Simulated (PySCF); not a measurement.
# Palladium: a sound run and one with changed settings

Sound run: Pd [Kr] 4d10, Pd⁺ [Kr] 4d9. Calculation: PySCF 2.14, in cc-pVDZ-PP with ECP28MDF (4s4p3d1f, 38 functions); scalar relativity through the core potential. In the sound run the correlated levels freeze 4s2 4p6 outside the core potential. The sound run starts from symmetry-adapted Hartree-Fock orbitals and uses a fine grid where one is needed.

A second run was set up differently.

```csv
species,method,sound run (hartree),changed run (hartree),converged
Pd,MP2,-126.88108,-127.06174,yes
Pd⁺,MP2,-126.58463,-126.76077,yes
```

Ionisation energy of Pd:

```tsv
method	sound run (eV)	changed run (eV)
UHF	6.283	6.283
MP2	8.067	8.190
SCS-MP2	7.880	7.932
```

Task: What was changed?
A. minimal basis
B. a valence shell is frozen
C. basis contracted for another Hamiltonian
D. all electrons correlated in a valence basis

Result: D. A valence basis has no tight correlating functions, so it recovers only part of the core correlation, and not evenly between atom and ion.
